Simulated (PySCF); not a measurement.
NaTl⁻: energy against distance

Set-up: PySCF, scalar-relativistic core potentials, basis sets Na def2-SVPD, Tl def2-SVPD with ECP60. Energies in eV from Na⁻ + Tl in their ground configurations at the same level. State: doublet, unpaired electrons π ↑.

```
R (Å)  ROHF-CCSD     PBE
2.842             -0.915
2.974    -0.6419  -0.991
3.107    -0.6958  -1.030
3.206    -0.7169  -1.043
3.305    -0.7256  -1.044
3.404    -0.7250  -1.037
3.536    -0.7134  -1.020
3.702    -0.6874  -0.988
3.900    -0.6465  -0.942
4.164             -0.876
```

**Question.** Put a parabola through the three lowest points of the ROHF-CCSD curve and estimate Re, k and ωe (reduced mass 20.67 u; 1 eV/Å² = 0.16022 mdyn/Å; ωe = 1302.8·√(k/μ) cm⁻¹).

**Answer.** Through R = 3.206, 3.305, 3.404 Å the second-order coefficient is 0.474 eV/Å², so Re ≈ 3.348 Å, k ≈ 0.152 mdyn/Å and ωe ≈ 112 cm⁻¹. A polynomial fit of higher order to the unrounded ROHF-CCSD energies gives Re = 3.345 Å, k = 0.136 mdyn/Å, ωe = 106 cm⁻¹; anharmonicity and rounding make the difference.

The higher-order fit for each curve: ROHF-CCSD: Re = 3.345 Å, ωe = 106 cm⁻¹, De = 0.73 eV; PBE: Re = 3.270 Å, ωe = 109 cm⁻¹, De = 1.04 eV.

Correlated steps freeze 5 core orbitals. Correlated levels converge slowly with the basis: in double zeta they bind strong bonds too weakly, by up to about 1 eV, and carry superposition errors of some tenths. ⟨S²⟩ of the unrestricted solution departs from its pure value on part of the curve, where spin states mix. Spin–orbit coupling is left out, which matters for elements this heavy, above all for dissociation energies. For an ion De counts to the pair picked by the measured ionisation energies or electron affinities, which need not be the lowest pair at this level. The highest Kohn–Sham level is positive in this anion. Much of that is self-interaction error, but it also means that the finite basis helps to hold the extra electron. The state is the lowest determinant that a PBE0 search found; another state may lie lower at other levels.
